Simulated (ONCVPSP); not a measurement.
## Building the ONCV potential for Co (Z = 27) (LDA (Perdew-Wang 92), scalar-relativistic).

ONCVPSP 4.0.1 was run on this input:

```
# ATOM AND REFERENCE CONFIGURATION
# atsym  z   nc   nv     iexc    psfile
  Co 27.00    5    2  -001012      upf
#
#   n    l    f
    1    0    2.00
    2    0    2.00
    2    1    6.00
    3    0    2.00
    3    1    6.00
    3    2    7.00
    4    0    2.00
#
# PSEUDOPOTENTIAL AND OPTIMIZATION
# lmax
    2
#
#   l,   rc,      ep,       ncon, nbas, qcut
    0    2.05    0.00    4    8    2.50
    1    2.15    0.34    4    9    4.10
    2    1.55    0.00    4    9   10.40
#
# LOCAL POTENTIAL
# lloc, lpopt,  rc(5),   dvloc0
    4    5    1.50    3.00
#
# VANDERBILT-KLEINMAN-BYLANDER PROJECTORs
# l, nproj, debl
    0    1    3.80
    1    2    3.20
    2    3    1.30
#
# MODEL CORE CHARGE
# icmod, fcfact, rcfact
    3    5.00    1.35
#
# LOG DERIVATIVE ANALYSIS
# epsh1, epsh2, depsh
   -2.00    5.00    0.02
#
# OUTPUT GRID
# rlmax, drl
    6.00    0.01
#
# TEST CONFIGURATIONS
# ncnf
    4
# nvcnf
#   n    l    f
    2
    3    2    7.00
    4    0    1.00
#
    2
    3    2    7.00
    4    0    0.00
#
    2
    3    2    6.00
    4    0    0.00
#
    2
    3    2    7.00
    4    0    1.50
#
```

Command:

```bash
oncvpsp.x < Co.dat > Co.out
```

The program printed (shortened: citation, most of the input echo, consistency checks and plot data are left out):

```
ONCVPSP  (Optimized Norm-Conservinng Vanderbilt PSeudopotential)
scalar-relativistic version 4.0.1

#   n    l    f        energy (Ha)
    1    0    2.00    -2.7843962E+02
    2    0    2.00    -3.2967196E+01
    2    1    6.00    -2.8276502E+01
    3    0    2.00    -3.7437557E+00
    3    1    6.00    -2.4076513E+00
    3    2    7.00    -3.1094340E-01
    4    0    2.00    -2.0850416E-01

Reference configufation results
  iterations    30
  all-electron total energy (Ha)   -1.39077762D+03

Begin loop to  construct optimized pseudo wave functions
and semi-local pseudopoentials for all angular momenta

Calculating optimized projector #   1

 for l=   0

    Fraction of norm inside rc  0.245838
    Optimizing pswf for qcut=   2.51 a_B^-1,  ecut=   3.14 Ha
    Residual kinetic energy error=  5.94D-03 Ha

    Energy error per electron        Cutoff
         Ha          eV             Ha
         0.01000     0.27211        2.62
         0.00100     0.02721        9.65
         0.00010     0.00272       36.06
         0.00001     0.00027       42.49

WARNING wellstate: moderately localized bound state found for n= 4 l=  1
WARNING scattering state with energy  0.05000000
WARNING will be used for the first projector

   Wellstate for l =  1  n =  4
     eigenvalue =   0.0500
     asymptotic potential =   0.5500
     half-point radius =  4.4837

   Wellstate for l =  1  n =  6
     eigenvalue =   3.2500
     asymptotic potential =   3.7500
     half-point radius =  3.5642

Calculating optimized projector #   1

 for l=   1

    Fraction of norm inside rc  0.219112
    Optimizing pswf for qcut=   4.10 a_B^-1,  ecut=   8.40 Ha
    Residual kinetic energy error=  1.12D-05 Ha

    Energy error per electron        Cutoff
         Ha          eV             Ha
         0.01000     0.27211        1.21
         0.00100     0.02721        4.12
         0.00010     0.00272        6.26
         0.00001     0.00027       10.91

Calculating optimized projector #   2

 for l=   1

    Fraction of norm inside rc  0.156041
    Optimizing pswf for qcut=   4.10 a_B^-1,  ecut=   8.40 Ha
    Residual kinetic energy error=  5.38D-03 Ha

    Energy error per electron        Cutoff
         Ha          eV             Ha
         0.01000     0.27211        7.84
         0.00100     0.02721       19.46
         0.00010     0.00272       72.01
         0.00001     0.00027       84.84

   Wellstate for l =  2  n =  4
     eigenvalue =   0.9891
     asymptotic potential =   1.4891
     half-point radius =  2.8854

   Wellstate for l =  2  n =  5
     eigenvalue =   2.2891
     asymptotic potential =   2.7891
     half-point radius =  3.3046

Calculating optimized projector #   1

 for l=   2

    Fraction of norm inside rc  0.822696
    Optimizing pswf for qcut=  10.39 a_B^-1,  ecut=  54.01 Ha
    Residual kinetic energy error=  2.47D-06 Ha

    Energy error per electron        Cutoff
         Ha          eV             Ha
         0.01000     0.27211       35.85
         0.00100     0.02721       42.26
         0.00010     0.00272       47.07
         0.00001     0.00027       51.79

Calculating optimized projector #   2

 for l=   2

    Fraction of norm inside rc  0.142097
    Optimizing pswf for qcut=  10.39 a_B^-1,  ecut=  54.01 Ha
    Residual kinetic energy error=  6.64D-06 Ha

    Energy error per electron        Cutoff
         Ha          eV             Ha
         0.01000     0.27211       35.35
         0.00100     0.02721       42.78
         0.00010     0.00272       48.31
         0.00001     0.00027       53.54

Calculating optimized projector #   3

 for l=   2

    Fraction of norm inside rc  0.125211
    Optimizing pswf for qcut=  10.39 a_B^-1,  ecut=  54.01 Ha
    Residual kinetic energy error=  2.21D-05 Ha

    Energy error per electron        Cutoff
         Ha          eV             Ha
         0.01000     0.27211       37.12
         0.00100     0.02721       45.03
         0.00010     0.00272       50.88
         0.00001     0.00027       59.07

Construct Vanderbilt / Kleinmman-Bylander projectors

B matrix Hermiticity error, ll=   1
   1   2   -1.3405E-04

  Orthonormal projector coefficients  2.7226E+00  5.4563E-01

B matrix Hermiticity error, ll=   2
   1   2    1.5573E-04
   1   3   -2.3219E-04
   2   3    7.8459E-05

  Orthonormal projector coefficients -1.5007E+01 -7.3524E+00 -1.5798E+00

Model core correction analysis
  based on d2Exc/dn_idn_j

d2excae - all-electron derivatives

   -2.542895D-02   -7.106564D-03
   -7.105186D-03   -2.904129D-02

d2excps - pseudofunction derivatives with no core correction

   -4.689218D-02   -8.454325D-03
   -8.453020D-03   -2.990504D-02

rms 2nd derivative error    1.078251E-02

rmatch, rhocmatch    1.0517    5.1463

Teter function model core charge with specified parameters

d2excps - pseudofunction derivatives with core correction

   -3.201810D-02   -7.430136D-03
   -7.428688D-03   -2.953279D-02

rms 2nd derivative error    3.311643E-03

Pseudoatom total energy  -28.260489

Diagnostic tests using Vanderbilt-Kleinman-Bylander pseudopotentials
  1 or more projectors used as specified by nproj input data

   l    rcore       rmatch      e in        delta e   norm test  slope test

   0   2.0553453   2.1177501  -0.2085042  -0.0000005   1.0000005   0.9999909

   1   2.1560987   2.2215626   0.0500000   0.0000019   1.0000542   1.0000542
   1   2.1560987   2.2215626   3.2500000   0.0000270   1.0002023   1.0002023

   2   1.5515998   1.5987097  -0.3109434  -0.0000020   1.0001196   1.0001295
   2   1.5515998   1.5987097   0.9890566   0.0000111   1.0002232   1.0002232
   2   1.5515998   1.5987097   2.2890566   0.0000487   1.0002150   1.0002150

 Testing for bound ghosts
   n   l    E NL Schr. Eq   E Basis Diag.   E Cutoff

   1   0       -0.208505       -0.198577     44.06

   2   1       -0.050967       -0.016213     84.45

   3   2       -0.310945       -0.309422    230.35

 Testing for highly-localized positive-energy ghosts
       l    <radius>/rc     E Basis Diag.   E Cutoff

Test configuration 0

   n   l     f        eae           eps        diff
   1   0  2.0000 -278.43961764
   2   0  2.0000  -32.96719592
   2   1  6.0000  -28.27650171
   3   0  2.0000   -3.74375572
   3   1  6.0000   -2.40765133
   3   2  7.0000   -0.31094340   -0.31094539   -1.99D-06
   4   0  2.0000   -0.20850416   -0.20850462   -4.60D-07

    Total energies and differences
      AE_ref= -1.39077762D+03  AE_tst= -1.39077762D+03  dif=  0.00D+00
      PS_ref= -2.82604887D+01  PS_tst= -2.82604887D+01  dif= -1.95D-11
      PSP excitation error=  1.95D-11

Test configuration 1

   n   l     f        eae           eps        diff
   1   0  2.0000 -278.76873356
   2   0  2.0000  -33.28926021
   2   1  6.0000  -28.59917884
   3   0  2.0000   -4.07085381
   3   1  6.0000   -2.73511712
   3   2  7.0000   -0.63530746   -0.63362735    1.68D-03
   4   0  1.0000   -0.48042691   -0.48028474    1.42D-04

    Total energies and differences
      AE_ref= -1.39077762D+03  AE_tst= -1.39043626D+03  dif=  3.41D-01
      PS_ref= -2.82604887D+01  PS_tst= -2.79191688D+01  dif=  3.41D-01
      PSP excitation error=  3.70D-05

Test configuration 2

   n   l     f        eae           eps        diff
   1   0  2.0000 -279.15070235
   2   0  2.0000  -33.66025973
   2   1  6.0000  -28.97112778
   3   0  2.0000   -4.44798890
   3   1  6.0000   -3.11245936
   3   2  7.0000   -1.00676468   -1.00383468    2.93D-03

    Total energies and differences
      AE_ref= -1.39077762D+03  AE_tst= -1.38980865D+03  dif=  9.69D-01
      PS_ref= -2.82604887D+01  PS_tst= -2.72916322D+01  dif=  9.69D-01
      PSP excitation error=  1.12D-04

Test configuration 3

   n   l     f        eae           eps        diff
   1   0  2.0000 -279.88273275
   2   0  2.0000  -34.41401654
   2   1  6.0000  -29.72276643
   3   0  2.0000   -5.15475253
   3   1  6.0000   -3.81085402
   3   2  6.0000   -1.67140736   -1.67766895   -6.26D-03

    Total energies and differences
      AE_ref= -1.39077762D+03  AE_tst= -1.38847857D+03  dif=  2.30D+00
      PS_ref= -2.82604887D+01  PS_tst= -2.59604407D+01  dif=  2.30D+00
      PSP excitation error= -9.97D-04

Test configuration 4

   n   l     f        eae           eps        diff
   1   0  2.0000 -278.59656060
   2   0  2.0000  -33.12107664
   2   1  6.0000  -28.43064869
   3   0  2.0000   -3.90002003
   3   1  6.0000   -2.56411223
   3   2  7.0000   -0.46616428   -0.46537152    7.93D-04
   4   0  1.5000   -0.33985499   -0.33978512    6.99D-05

    Total energies and differences
      AE_ref= -1.39077762D+03  AE_tst= -1.39064098D+03  dif=  1.37D-01
      PS_ref= -2.82604887D+01  PS_tst= -2.81238581D+01  dif=  1.37D-01
      PSP excitation error=  2.98D-06
```

The run took about 3.1 s on one core of a shared server CPU.
